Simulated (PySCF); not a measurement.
Homolysis of single bonds, series C F-Cl. Gas-phase values, no solvent. Strings in code marks are SMILES.

The highest occupied spin orbital from two functionals at the same geometries (PBE0-D3(BJ)/def2-TZVP), both in PySCF: PBE-D3(BJ)/def2-TZVP and ωB97X-D3(BJ)/def2-TZVP. 

```json
[
 {"species": "radical fragment (`F[C](F)F`)", "PBE-D3(BJ)/def2-TZVP (eV)": "-6.00", "ωB97X-D3(BJ)/def2-TZVP (eV)": "-10.37"},
 {"species": "radical fragment (`F[C](F)Cl`)", "PBE-D3(BJ)/def2-TZVP (eV)": "-5.61", "ωB97X-D3(BJ)/def2-TZVP (eV)": "-9.72"},
 {"species": "radical fragment (`F[C](Cl)Cl`)", "PBE-D3(BJ)/def2-TZVP (eV)": "-5.27", "ωB97X-D3(BJ)/def2-TZVP (eV)": "-9.22"},
 {"species": "radical fragment (`Cl[C](Cl)Cl`)", "PBE-D3(BJ)/def2-TZVP (eV)": "-4.98", "ωB97X-D3(BJ)/def2-TZVP (eV)": "-8.78"}
]
```

Over these rows, drawn at random from the members with no instability flagged (it was tested for open shells, ions and some series alone), PBE minus ωB97X-D3(BJ): mean +4.06 eV, from +3.81 eV to +4.37 eV.
